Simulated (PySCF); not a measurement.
Species: C5H3FN2.
SMILES with atom numbers: `[CH2:1]=[CH:2][C:3]([F:4])([C:5]#[N:6])[C:7]#[N:8]` (hydrogens: H9, H10 on C1; H11 on C2)

Structure used (PBE0-D3(BJ)/def2-SVP), in Å, numbered top down from 1:
```
atom  x, y, z in Å
C1    -1.9001   -0.7733   -0.0484
C2    -0.6775   -0.6777    0.4616
C3     0.3755    0.2240   -0.1503
F4    -0.1150    0.8736   -1.2452
C5     0.8117    1.2327    0.8405
N6     1.1250    2.0158    1.6300
C7     1.5466   -0.5819   -0.5619
N8     2.4409   -1.2403   -0.8809
H9    -2.1926   -0.2026   -0.9325
H10   -2.6420   -1.4303    0.4102
H11   -0.3529   -1.2355    1.3446
```

Method: core-valence-separated Tamm–Dancoff BHandHLYP/aug-pcX-1 (pcseg-1 on H) in PySCF, non-relativistic, gas phase, PBE0-D3(BJ)/def2-SVP geometry.

Computed nitrogen K-edge spectrum, Gaussian lines of 0.8 eV full width, highest printed point 100; it ends one width below the last computed root. Absolute energies from this functional tend to lie a few eV below measured edges; no shift was applied.

photon energy (eV), absorption and a bar:
```
    395.8          0 
    396.0          3 #
    396.2         10 ###
    396.4         27 ########
    396.6         54 ################
    396.8         81 ########################
    397.0         97 #############################
    397.2        100 ##############################
    397.4         90 ###########################
    397.6         67 ####################
    397.8         39 ############
    398.0         17 #####
    398.2          5 ##
    398.4          1 
    398.6          0 
    398.8          0 
    399.0          0 
    399.2          0 
    399.4          0 
    399.6          0 
    399.8          0 
    400.0          0 
    400.2          0 
    400.4          0 
    400.6          0 
    400.8          0 
    401.0          1 
    401.2          2 #
    401.4          4 #
    401.6          4 #
    401.8          3 #
    402.0          2 #
    402.2          1
```

Problem. Assign the maxima to core holes.

Solution. 2 maxima:
- 397.1 eV: N6/N8 (nitrile nitrogen), 396.88 eV, f = 0.128, sum of 2, 51 % of the height at the exact maximum; N6/N8 (nitrile nitrogen), 397.42 eV, f = 0.127, sum of 2, 49 % of the height at the exact maximum
- 401.6 eV: N6/N8 (nitrile nitrogen), 401.51 eV, f = 0.007, sum of 2, 89 % of the height at the exact maximum

Roots within 0.03 eV on the same or equivalent atoms count as one line; shares under 12 % aren't listed.

Vibrational structure and lifetime widths aren't in the curve. The ionisation threshold wasn't computed; near and above it a finite basis only mimics Rydberg series and continuum.

The run took about 40 s of CPU time (one thread, shared machine).

One conformer stands for the species.
